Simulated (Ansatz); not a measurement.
Cost and result up the ladder for SnTe2 (3 atoms). Total charge 0; singlet. Geometry: PBE-D4/def2-SVP.

| atom | x (Å) | y (Å) | z (Å) |
| --- | --- | --- | --- |
| Sn1 | 0.003 | -0.002 | -0.003 |
| Te2 | -1.121 | 1.175 | -1.962 |
| Te3 | 1.118 | -1.173 | 1.965 |

Ansatz on 4 threads of Arm Neoverse V2 on a shared host. Times are rough, and most runs start from the orbitals of an earlier one. r2SCAN0-D4/def2-TZVP serves as the yardstick here, not as an exact answer. Binding counts from free atoms at the same level (Sn triplet, Te triplet; other spins of the atoms weren't run), without zero-point energy or a counterpoise term.

In the def2 sets Sn, Te take a core potential; there is no spin–orbit coupling. Correlated methods freeze 12 core orbitals; core or outer-core shells of Sn, Te are correlated, in sets that lack core-valence functions. Another isomer (singlet) lies 0.61 eV lower at PBE0-D4/def2-TZVP; other spin states weren't run for this one.

Correlated methods converge slowly with the basis.

| level | functions | wall time | binding energy per atom (eV) | difference from r2SCAN0-D4/def2-TZVP (eV) |
| --- | --- | --- | --- | --- |
| BLYP-D4/def2-TZVP | 150 | 1.2 s | 2.06 | 0.20 |
| PBE-D4/def2-TZVP (with forces) | 150 | 1.3 s | 2.14 | 0.28 |
| PBE0-D4/def2-TZVP | 150 | 1.9 s | 1.98 | 0.12 |
| r2SCAN-D4/def2-TZVP | 150 | 2.4 s | 1.99 | 0.13 |
| r2SCAN0-D4/def2-TZVP | 150 | 3.1 s | 1.86 | 0.00 |
| CCSD(T)/def2-TZVPP | 150 | 17 s | 1.86 | 0.00 |
